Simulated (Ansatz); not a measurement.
System: sum formula BSiH₂F₂, net charge 0, doublet state. It need not be the lowest isomer of its formula. 
Geometry from a B3LYP-D3(BJ)/def2-TZVP (Ansatz, an electronic-structure program) optimisation:
```
B
F 1 1.3265
F 1 1.3265 2 116.86
Si 1 1.9906 2 121.51 3 176.18
H 4 1.4770 1 117.75 2 21.24
H 4 1.4770 5 113.35 1 -143.14
```
Charge 0, spin multiplicity 2.

Wanted: atomisation energy (electronic, to ground-state atoms); the coupled-cluster value holds the core correlation from cc-pwCVTZ, in kcal/mol. Cores are frozen in the correlated levels unless marked. UHF or UKS for open shells. Spin-orbit coupling is left out. Non-relativistic. Basis-set limits of correlation are two-point, X^-3; Hartree-Fock from the larger set.

Level to compare with: CCSD(T)/CBS(aug-cc-pV(T+d)Z,aug-cc-pV(Q+d)Z) plus the core term (Ansatz), 524.5 kcal/mol. It is a level with limits of its own, and the differences hold the functionals' basis error too.

Problem. Rank these functionals by how close they come to CCSD(T)/CBS(aug-cc-pV(T+d)Z,aug-cc-pV(Q+d)Z), closest first: LC-wPBE/def2-TZVPD (Ansatz); BLYP/def2-TZVPD (Ansatz); revPBE/def2-TZVPD (Ansatz).

Solution. LC-wPBE/def2-TZVPD (range-separated hybrid, 525.5 kcal/mol, difference 1.0), BLYP/def2-TZVPD (GGA, 518.9 kcal/mol, difference -5.6), revPBE/def2-TZVPD (GGA, 512.2 kcal/mol, difference -12.3)
